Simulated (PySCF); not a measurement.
# Pd: ionisation energy

Pd [Kr] 4d10 (1S) → Pd⁺ [Kr] 4d9 (2D), as a difference of total energies. Calculation: PySCF 2.14, in aug-cc-pVDZ-PP with ECP28MDF (5s5p4d2f, 54 functions); scalar relativity through the core potential. Correlated levels: valence: 4s2 4p6 frozen. The calculations carry no spin-orbit coupling.

```
           method  ionisation energy (eV)  error (eV)
              UHF                   6.298      -2.214
    MP2 (valence)                   8.549      +0.037
SCS-MP2 (valence)                   8.323      -0.189
   CCSD (valence)                   8.043      -0.469
CCSD(T) (valence)                   8.204      -0.308
```

Reference: 8.512 eV (measured; NIST levels, between the centres of gravity of the two terms).

Errors of the correlated levels include the incompleteness of this basis and the frozen core.
